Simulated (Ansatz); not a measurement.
The cluster As6Se. Total charge 0; triplet. Geometry r2SCAN-D4/def2-SVP, that of the neutral singlet; atoms count from 1.

```xyz
7

As   -1.3573   -0.5191   -1.4651
As   -0.7324    1.7847   -0.7326
As    1.0418   -1.2242   -1.2940
As    0.3300    1.4729    1.4416
As    1.6667    1.0796   -0.5612
As   -0.6031   -1.9678    0.3475
Se   -0.3456   -0.6262    2.2638
```

At PBE-D4/def2-SVP a singlet of charge 0 lies 2.23 eV below the triplet at the same geometry. The structure comes from a short search, and lower isomers may exist.

Estimate the Mulliken populations from the PBE/def2-SVP orbitals of Ansatz.


```json
{"atom": "As1", "charge (e)": "0.00", "spin (α − β)": "0.36"}
{"atom": "As2", "charge (e)": "0.00", "spin (α − β)": "0.36"}
{"atom": "As3", "charge (e)": "0.00", "spin (α − β)": "0.36"}
{"atom": "As4", "charge (e)": "0.07", "spin (α − β)": "0.02"}
{"atom": "As5", "charge (e)": "0.00", "spin (α − β)": "0.36"}
{"atom": "As6", "charge (e)": "0.07", "spin (α − β)": "0.02"}
{"atom": "Se7", "charge (e)": "-0.12", "spin (α − β)": "0.54"}
```
Mulliken values depend strongly on the basis.

Where does the spin sit?

Summed by element: As 1.46, Se 0.54, of 2 unpaired in all. Largest on single atoms: Se7 0.54, As3 0.36, As2 0.36.

And the Mayer bond orders between heavy atoms (over 0.3)?

As1–As2 0.61 (2.50 Å); As1–As3 1.12 (2.51 Å); As1–As6 0.98 (2.44 Å); As2–As4 0.98 (2.44 Å); As2–As5 1.12 (2.51 Å); As3–As5 0.61 (2.50 Å); As3–As6 0.98 (2.44 Å); As4–As5 0.98 (2.44 Å); As4–Se7 0.91 (2.35 Å); As6–Se7 0.91 (2.35 Å).
